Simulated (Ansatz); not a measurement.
Input and output for `C[B-]1(O)OC=CC=[O+]1`.

```yaml
crystal:
  periodic: [false, false, false]
  atoms:
    - {symbol: C, position_ang: [0.889483, -1.875468, -0.453023]}
    - {symbol: B, position_ang: [0.525357, -0.497797, 0.245670]}
    - {symbol: O, position_ang: [1.208012, -0.111882, 1.418043]}
    - {symbol: O, position_ang: [0.713869, 0.661745, -0.774120]}
    - {symbol: C, position_ang: [-0.041750, 1.678542, -0.767254]}
    - {symbol: C, position_ang: [-1.237009, 1.748140, -0.071407]}
    - {symbol: C, position_ang: [-1.670415, 0.584987, 0.542337]}
    - {symbol: O, position_ang: [-0.989549, -0.482112, 0.595724]}
    - {symbol: H, position_ang: [1.941145, -1.897534, -0.754818]}
    - {symbol: H, position_ang: [0.720208, -2.717176, 0.225494]}
    - {symbol: H, position_ang: [0.291010, -2.056489, -1.349938]}
    - {symbol: H, position_ang: [1.863469, -0.754787, 1.684782]}
    - {symbol: H, position_ang: [0.287521, 2.511173, -1.392041]}
    - {symbol: H, position_ang: [-1.855947, 2.631202, -0.103691]}
    - {symbol: H, position_ang: [-2.667404, 0.526957, 0.983542]}
basis:
  gaussian: {orbitals: def2-SVPD, fitting: {mean_field: def2-universal-jkfit}, nuclear_model: gaussian}
hamiltonian: {xc: {name: PBEsol}, dispersion: d3bjatm}
output: {forces: true}
```

```sh
$ ansatz run in.yaml --threads 4 --pin off --events-out ev --progress --plain --max-ram 11315MiB
```

Output, abridged:

```
Functional definition: PBEsol
732 factors; integrals over basis functions are off by at most 2.4e-1 eV
mean field evaluation 1: about -11003.1201 eV, gradient 9.0e1 eV
mean field evaluation 2: about -10945.9959 eV, gradient 1.8e2 eV
mean field evaluation 4: about -11019.7216 eV, gradient 1.0e1 eV
mean field evaluation 8: about -11019.9577 eV, gradient 1.9e-1 eV
mean field evaluation 16: about -11019.9584 eV, gradient 2.4e-4 eV
mean field -11019.95838767 eV, -404.9760011509 hartree, gradient 3.3e-5 eV, S^2 0.000000; 0 other end points of the search recorded, 0 dependent functions left out
reference -11019.95844370 eV, -404.9760032099 hartree; 30, 30 occupied and 195, 195 virtual orbitals, 732 factors
Total energy: -11020.09381173 eV, -404.9809778932 hartree
Atom 0 at     0.889483    -1.875468    -0.453023 Å, force    -0.074462     0.376482     0.222254 eV/Å
Atom 1 at     0.525357    -0.497797     0.245670 Å, force    -0.052161    -0.124027    -0.169300 eV/Å
Atom 2 at     1.208012    -0.111882     1.418043 Å, force    -0.389682     0.523150    -0.041834 eV/Å
Atom 3 at     0.713869     0.661745    -0.774120 Å, force     0.511521    -0.660772    -0.006915 eV/Å
Atom 4 at    -0.041750     1.678542    -0.767254 Å, force    -0.095095     0.300024    -0.017046 eV/Å
Atom 5 at    -1.237009     1.748140    -0.071407 Å, force     0.055435    -0.018044     0.052053 eV/Å
Atom 6 at    -1.670415     0.584987     0.542337 Å, force    -0.209360     0.220751     0.074539 eV/Å
Atom 7 at    -0.989549    -0.482112     0.595724 Å, force     0.440076    -0.707214     0.049962 eV/Å
Atom 8 at     1.941145    -1.897534    -0.754818 Å, force     0.522452     0.001804    -0.151675 eV/Å
Atom 9 at     0.720208    -2.717176     0.225494 Å, force    -0.093583    -0.411922     0.343007 eV/Å
Atom 10 at     0.291010    -2.056489    -1.349938 Å, force    -0.309870    -0.074725    -0.448570 eV/Å
Atom 11 at     1.863469    -0.754787     1.684782 Å, force     0.487159    -0.443520     0.228817 eV/Å
Atom 12 at     0.287521     2.511173    -1.392041 Å, force     0.186751     0.494286    -0.372250 eV/Å
Atom 13 at    -1.855947     2.631202    -0.103691 Å, force    -0.386057     0.553145    -0.018160 eV/Å
Atom 14 at    -2.667404     0.526957     0.983542 Å, force    -0.593124    -0.029418     0.255119 eV/Å
Dipole moment:    -0.354984     0.365687    -0.139380 e Å
```

Run time 1.9 s (4 threads of an Intel Xeon Platinum 8488C on a shared host); peak host memory 0.8 GiB.
